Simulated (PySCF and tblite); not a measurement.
The numbers below are computed, except where a source is named.
2 diastereomers of C₅H₇NO₂, numbered alike:

```csv
isomer,SMILES,descriptors (one enantiomer)
A,[CH3:1][O:2][C@H:3]1[CH2:4][C@H:5]([C:6]#[N:7])[O:8]1,"3R, 5R"
B,[CH3:1][O:2][C@@H:3]1[CH2:4][C@H:5]([C:6]#[N:7])[O:8]1,"3S, 5R"
```

Each isomer is a Boltzmann average at 298.15 K over at most 4 conformers: PBE0-D3(BJ)/def2-SVP geometries, energies B3LYP/def2-TZVP (IEF-PCM, chloroform) (D3(BJ) added where defined), GFN2-xTB thermal terms. Programs: PySCF with density fitting and tblite.

Equilibrium rotational constants and dipole components of each isomer's leading conformer, in random order:

```
set  A (MHz)  B (MHz)  C (MHz)  abs μa  abs μb  abs μc (D)
  P     3801     1448     1269    3.36    4.25        0.15
  Q     7228     1099     1025    4.25    1.86        0.47
```

(1) Match sets and isomers.

The whole study took 26 min on 1 thread of Intel Xeon @ 2.50GHz (shared host) (rough), peak memory 1.1 GiB, launched as `OMP_NUM_THREADS=1 python ens_run.py task.json out`.

## Answers

(1) P is B (C1), Q is A (C1).
